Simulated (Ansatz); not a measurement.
Stepwise reaction of `[Cl][SnH]([Cl])[Br]` with hydrogen, as a gas-phase model of exchange steps in deposition or etching. ΔE in kJ/mol; ΔG adds harmonic PBE0-D4 terms to CCSD(T)/CBS, at 1 bar.

Gas-phase electronic energies from Ansatz, PBE0-D4/def2-TZVP geometries. CCSD(T)/CBS is the MP2 limit (def2-TZVPP, def2-QZVPP) plus CCSD(T) − MP2 in def2-TZVPP, frozen cores. This one scheme is used for every species. DFT in def2-TZVPP. B3LYP here is the variant with VWN-RPA as its local correlation; programs differ in this. def2 core potentials past Kr. For Br, Sn outer-core shells are correlated without core-valence functions, which leaves a few kJ/mol of doubt a bond. Scalar relativity is left out up to krypton.

```json
{"step": "1", "reaction": "`[Cl][SnH]([Cl])[Br]` + H₂ → `[Cl][SnH2][Br]` + HCl", "PBE-D4": "67.5", "B3LYP-D4": "68.2", "ωB97M-V": "64.2", "CCSD(T)/CBS": "68.9", "ΔG(600 K)": "59.9"}
{"step": "2", "reaction": "`[Cl][SnH2][Br]` + H₂ → `[Br][SnH3]` + HCl", "PBE-D4": "71.2", "B3LYP-D4": "72.3", "ωB97M-V": "68.5", "CCSD(T)/CBS": "73.7", "ΔG(600 K)": "70.3"}
```

Question: By hand: ΔE of the 2 steps together at CCSD(T)/CBS.

Answer: (68.9) + (73.7) = 142.6 kJ/mol, or 71.3 kJ/mol a step.

In ΔE the steps differ by no more than 4.8 kJ/mol. All are uphill at CCSD(T)/CBS. ΔG lies between 59.9 and 70.3 kJ/mol a step. PBE-D4 differs from CCSD(T)/CBS by -2.5 to -1.4 kJ/mol a step. Isolated molecules leave out the surface, adducts and barriers. Largest T1 diagnostic: 0.010.
